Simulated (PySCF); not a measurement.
chloro(silylmethyl)silane (CH₇ClSi₂), SMILES [SiH3]C[SiH2]Cl.

Geometry optimised at PBE0-D3(BJ)/def2-SVP. The values are those of a single conformer.

Method: PySCF with TDDFT-PBE/def2-SVPD.

Vertical excitations. Isolated molecule, no solvent.

Computed UV-visible absorptions:
| state | energy (eV) | λ (nm) | f | main pairs |
|---|---|---|---|---|
| S1 | 6.71 | 185 | 0.003 | HOMO→LUMO 99 % |
| S2 | 6.78 | 183 | 0.008 | HOMO−1→LUMO 99 % |
| S3 | 6.98 | 178 | 0.002 | HOMO−1→LUMO+1 61 %, HOMO→LUMO+1 38 % |
| S4 | 7.02 | 177 | 0.018 | HOMO→LUMO+1 60 %, HOMO−1→LUMO+1 38 % |
| S5 | 7.30 | 170 | 0.009 | HOMO−2→LUMO 95 % |
| S6 | 7.43 | 167 | 0.005 | HOMO−3→LUMO 93 % |
| S7 | 7.49 | 166 | 0.001 | HOMO−4→LUMO 72 %, HOMO→LUMO+2 22 % |
| S8 | 7.57 | 164 | 0.011 | HOMO−2→LUMO+1 54 %, HOMO−1→LUMO+2 23 %, HOMO→LUMO+2 10 % |
| S9 | 7.60 | 163 | 0.013 | HOMO−1→LUMO+2 69 %, HOMO−2→LUMO+1 20 % |
| S10 | 7.63 | 162 | 0.096 | HOMO→LUMO+2 49 %, HOMO−2→LUMO+1 23 %, HOMO−4→LUMO 12 % |
| T1 | 6.44 | 193 | 0 | HOMO→LUMO 83 %, HOMO−1→LUMO 16 % |
| T2 | 6.47 | 192 | 0 | HOMO−1→LUMO 83 %, HOMO→LUMO 16 % |
| T3 | 6.78 | 183 | 0 | HOMO→LUMO+1 98 % |
| T4 | 6.87 | 181 | 0 | HOMO−1→LUMO+1 98 % |
Triplets are in the Tamm–Dancoff approximation, which puts them higher than full response would, so one can lie above its singlet here.
